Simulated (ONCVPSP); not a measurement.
Ranking ONCV potentials for neon

All share these settings but for the change named:

ONCVPSP 4.0.1 input, shortened (lines: element, Z, core and valence counts, functional; n l f; lmax; l rc ep ncon nbas qcut; lloc lpopt rc5 dvloc0; l nproj debl; icmod fcfact rcfact), PBE, scalar-relativistic:

```
  Ne 10.00    1    2        4      upf
    1    0    2.00
    2    0    2.00
    2    1    6.00
    1
    0    0.65    0.00    4    8   13.00
    1    1.60    0.00    3    8    7.50
    4    5    0.45    3.00
    0    2    3.60
    1    1    3.00
    3    3.00    1.30
```

Test errors are all-electron minus pseudo excitation energies from the reference, over 2s2 2p5; 2s2 2p4; 2s2 2p3; 2s1 2p6. None of these files shows a bound ghost.

The base gives 3292.6 meV.

Of 9 variants that were run, those that failed, showed a ghost or another fault, or gave nearly equal values are left out.

A variant can come out equal or close to the base, since the largest error may sit in a test that the change hardly touches while other tests move.

Q: Rank these variants by their largest absolute test error, smallest first.
A. p: rc 2.36
B. p: rc 2.18
C. p: rc 1.68
D. p: rc 1.38
E. p: rc 1.88

A: D (2209.6 meV), C (3700.7 meV), E (4816.4 meV), B (6421.9 meV), A (7483.1 meV).
